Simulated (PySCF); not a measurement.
Electronic structure of P (phosphorus, neutral) at the wB97X level

Configuration: [Ne] 3s2 3p3, high-spin 4S determinant. Computed with PySCF 2.14 in x2c-TZVPPall, with the spin-free X2C one-electron Hamiltonian (Gaussian nucleus).

| Property | Result |
| --- | --- |
| Total energy | -342.0777 hartree |
| One-electron energy | -472.7871 hartree |
| Hartree (Coulomb) energy | 153.9872 hartree |
| Exchange-correlation energy | -23.2777 hartree |
| ⟨S²⟩ | 3.7510 |
| ⟨L²⟩ | 0.000 |
| Sum of ⟨r⟩ | 14.84 bohr |
| Sum of ⟨r²⟩ | 29.47 bohr² |
| Langevin diamagnetic susceptibility | -23.3 ×10⁻⁶ cm³/mol |

```
shell  electrons  mean orbital energy (hartree)  rms radius, mean of both spins (bohr)
 1s α          1                      -77.29211                                  0.120
 1s β          1                      -77.27932                                  0.120
 2s α          1                       -6.70929                                  0.566
 2s β          1                       -6.69991                                  0.566
 2p α          3                       -4.83624                                  0.543
 2p β          3                       -4.81929                                  0.543
 3s α          1                       -0.72712                                   2.09
 3s β          1                       -0.57557                                   2.09
 3p α          3                       -0.35705                                   2.47
```

Densities and radii are taken from the X2C orbitals without a picture-change correction, which distorts them close to the nucleus.
